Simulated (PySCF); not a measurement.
SnF, SMILES [F][Sn+] (connectivity only; charge and spin as stated), charge +1, multiplicity 1. Geometry: PBE0-D3(BJ)/def2-TZVP. The spin state was assumed, not searched. The def2 effective core potentials stand for the cores of Sn; spin–orbit coupling is left out.

Method: PBE0-D3(BJ)/def2-TZVP in PySCF.

Harmonic wavenumbers (cm⁻¹): 694. Rotational constants (GHz): 8.791 (linear); symmetry number 1.

### Question
Work out the zero-point energy and the ideal-gas rigid-rotor harmonic-oscillator thermochemistry at 298.15 K and 1 atm.

### Answer
ZPE = ½ Σ hcν = ½ × 694 cm⁻¹ = 0.99 kcal/mol. H − E(el) = 3.14 kcal/mol. Entropy in cal/(mol K): translation 40.67, rotation 15.02, vibration 0.31, total 56.01. G − E(el) = -13.56 kcal/mol. Cp = 7.80 cal/(mol K).
